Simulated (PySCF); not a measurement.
**Ni²⁺: ionisation energy**

Ni²⁺ [Ar] 3d8 (3F) → Ni³⁺ [Ar] 3d7 (4F), as a difference of total energies. Calculation: PySCF 2.14, in def2-SVP (5s3p2d1f, 31 functions); no relativity, point nucleus. Correlated levels: valence: [Ar] frozen. The calculations carry no spin-orbit coupling.

```tsv
method	ionisation energy (eV)	difference from reference (eV)
UHF	33.160	-2.027
B3LYP	36.149	+0.962
MN15	36.518	+1.331
MP2 (valence)	34.810	-0.377
SCS-MP2 (valence)	34.694	-0.493
```

Reference: 35.187 ± 0.019 eV (measured; NIST Atomic Spectra Database, ionization energies).

These non-relativistic numbers lack the scalar-relativistic shift.

The reference lies between the lowest fine-structure levels, while these numbers refer to the centres of the terms.

Errors of the correlated levels include the incompleteness of this basis and the frozen core.
